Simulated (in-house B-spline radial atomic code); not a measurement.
Ionising the caesium ion Cs²⁵⁺ with different functionals

Computed with an all-electron radial atomic-structure program (B-spline basis): scalar-relativistic (spin-free X2C) Hamiltonian, Fermi nucleus of rms radius 4.8041 fm, spin-polarised at highest spin, spherical fractional occupations for the functionals. The ionisation energy is the difference of two self-consistent energies, [Ar] 3d10 4s2 → [Ar] 3d10 4s1, without Breit or QED terms; ε is the level of the shell that loses the electron (its least bound occupied spin orbital). There is no spin-orbit coupling in this Hamiltonian.

| method | rung | ΔSCF (eV) | -ε(4s) (eV) |
| --- | --- | --- | --- |
| PW91 | GGA | ? | ? |
| AM05 | GGA | 880.07 | 863.70 |
| TPSS | meta-GGA | 880.02 | 863.51 |
| r2SCAN | meta-GGA | ? | ? |
| PBE0 | global hybrid | 880.27 | 867.40 |
| r2SCAN0 | global hybrid | 877.99 | 867.28 |

(1) What does PW91 give?

(2) What does r2SCAN give?

(3) How do they compare with the NIST value?

Results:

(1) ΔSCF 881.73 eV, and -ε(4s) = 864.50 eV.

(2) ΔSCF 878.20 eV, and -ε(4s) = 863.86 eV.

(3) NIST lists 875 eV ± 4 (tabulated theory, ground level to ground level). Errors run from +2.99 to +6.73 eV; all lie within about twice that uncertainty, so the table can't rank the methods.
